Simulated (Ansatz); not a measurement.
Harmonic vibrations of the cluster PtS3⁻ by finite differences.

```yaml
crystal:
  periodic: [false, false, false]
  atoms:
    - {symbol: Pt, position_ang: [-0.255173, -0.464183, 0.040311]}
    - {symbol: S, position_ang: [1.639780, 0.745332, -0.529876]}
    - {symbol: S, position_ang: [0.095694, 1.923816, 0.200756]}
    - {symbol: S, position_ang: [-1.480300, -2.204976, 0.288809]}
basis:
  gaussian: {orbitals: def2-SVPD}
total_charge: -1
magnetization: {spin_polarized: true, initial_magnetization: 1}
hamiltonian: {xc: r2scan, dispersion: d4}
scf: {omitted_lower_state_checks: [starts]}
phonons: {temperatures: {t_min: 298.15, t_max: 900, t_step: 200}}
```

```sh
$ ansatz run in.yaml --threads 2 --pin off --events-out ev --progress --plain --max-ram 4352MiB
```

It prints (some lines left out):

```
Functional definition: r2SCAN
mean field -35747.24257030 eV, -1313.6869341073 hartree, gradient 1.4e-5 eV, S^2 0.760382; 0 other end points of the search recorded, 0 dependent functions left out
mean field -35747.24252093 eV, -1313.6869322929 hartree, gradient 6.5e-6 eV, S^2 0.760373; 0 other end points of the search recorded, 0 dependent functions left out
mean field -35747.24254877 eV, -1313.6869333159 hartree, gradient 2.1e-6 eV, S^2 0.760391; 0 other end points of the search recorded, 0 dependent functions left out
mean field -35747.24251369 eV, -1313.6869320270 hartree, gradient 8.8e-6 eV, S^2 0.760364; 0 other end points of the search recorded, 0 dependent functions left out
mean field -35747.24248983 eV, -1313.6869311500 hartree, gradient 6.5e-6 eV, S^2 0.760399; 0 other end points of the search recorded, 0 dependent functions left out
mean field -35747.24256409 eV, -1313.6869338790 hartree, gradient 9.2e-6 eV, S^2 0.760383; 0 other end points of the search recorded, 0 dependent functions left out
mean field -35747.24256160 eV, -1313.6869337875 hartree, gradient 7.9e-6 eV, S^2 0.760380; 0 other end points of the search recorded, 0 dependent functions left out
mean field -35747.24255289 eV, -1313.6869334673 hartree, gradient 2.2e-6 eV, S^2 0.760425; 0 other end points of the search recorded, 0 dependent functions left out
mean field -35747.24251545 eV, -1313.6869320914 hartree, gradient 7.3e-6 eV, S^2 0.760337; 0 other end points of the search recorded, 0 dependent functions left out
mean field -35747.24254771 eV, -1313.6869332770 hartree, gradient 8.5e-6 eV, S^2 0.760390; 0 other end points of the search recorded, 0 dependent functions left out
mean field -35747.24254555 eV, -1313.6869331977 hartree, gradient 9.1e-6 eV, S^2 0.760373; 0 other end points of the search recorded, 0 dependent functions left out
mean field -35747.24255814 eV, -1313.6869336606 hartree, gradient 8.4e-6 eV, S^2 0.760366; 0 other end points of the search recorded, 0 dependent functions left out
mean field -35747.24256890 eV, -1313.6869340556 hartree, gradient 8.8e-6 eV, S^2 0.760397; 0 other end points of the search recorded, 0 dependent functions left out
mean field -35747.24253883 eV, -1313.6869329506 hartree, gradient 6.2e-6 eV, S^2 0.760365; 0 other end points of the search recorded, 0 dependent functions left out
mean field -35747.24254996 eV, -1313.6869333598 hartree, gradient 6.2e-6 eV, S^2 0.760398; 0 other end points of the search recorded, 0 dependent functions left out
mean field -35747.24253016 eV, -1313.6869326322 hartree, gradient 8.1e-6 eV, S^2 0.760407; 0 other end points of the search recorded, 0 dependent functions left out
mean field -35747.24254265 eV, -1313.6869330910 hartree, gradient 9.1e-6 eV, S^2 0.760356; 0 other end points of the search recorded, 0 dependent functions left out
mean field -35747.24256647 eV, -1313.6869339667 hartree, gradient 9.5e-6 eV, S^2 0.760391; 0 other end points of the search recorded, 0 dependent functions left out
mean field -35747.24256143 eV, -1313.6869337813 hartree, gradient 9.5e-6 eV, S^2 0.760372; 0 other end points of the search recorded, 0 dependent functions left out
mean field -35747.24254947 eV, -1313.6869333417 hartree, gradient 9.0e-6 eV, S^2 0.760363; 0 other end points of the search recorded, 0 dependent functions left out
mean field -35747.24254798 eV, -1313.6869332871 hartree, gradient 7.8e-6 eV, S^2 0.760400; 0 other end points of the search recorded, 0 dependent functions left out
mean field -35747.24251932 eV, -1313.6869322339 hartree, gradient 8.0e-6 eV, S^2 0.760365; 0 other end points of the search recorded, 0 dependent functions left out
mean field -35747.24253288 eV, -1313.6869327322 hartree, gradient 8.2e-6 eV, S^2 0.760398; 0 other end points of the search recorded, 0 dependent functions left out
mean field -35747.24256966 eV, -1313.6869340839 hartree, gradient 8.6e-6 eV, S^2 0.760386; 0 other end points of the search recorded, 0 dependent functions left out
mean field -35747.24256644 eV, -1313.6869339653 hartree, gradient 8.7e-6 eV, S^2 0.760377; 0 other end points of the search recorded, 0 dependent functions left out
Total energy: -35747.28634400 eV, -1313.6885427611 hartree
Atom 0 at    -0.255173    -0.464183     0.040311 Å, force    -0.005473     0.004878     0.000483 eV/Å
Atom 1 at     1.639780     0.745332    -0.529876 Å, force     0.005427    -0.001319    -0.001607 eV/Å
Atom 2 at     0.095694     1.923816     0.200756 Å, force    -0.003098    -0.005182     0.001024 eV/Å
Atom 3 at    -1.480300    -2.204976     0.288809 Å, force     0.003144     0.001623     0.000101 eV/Å
Dipole moment:     0.111784     0.030242    -0.038318 e Å
Vibrations: 68.96 94.14 155.02 288.14 449.25 521.73 cm⁻¹, zero-point energy 0.097778 eV
Checks for a lower state left out: starts
```

Hardware: 2 threads of Arm Neoverse V2 on a shared host. Wall time 2.1 min.

In the def2 sets Pt takes a core potential; there is no spin–orbit coupling. The structure comes from a short search, and lower isomers may exist.
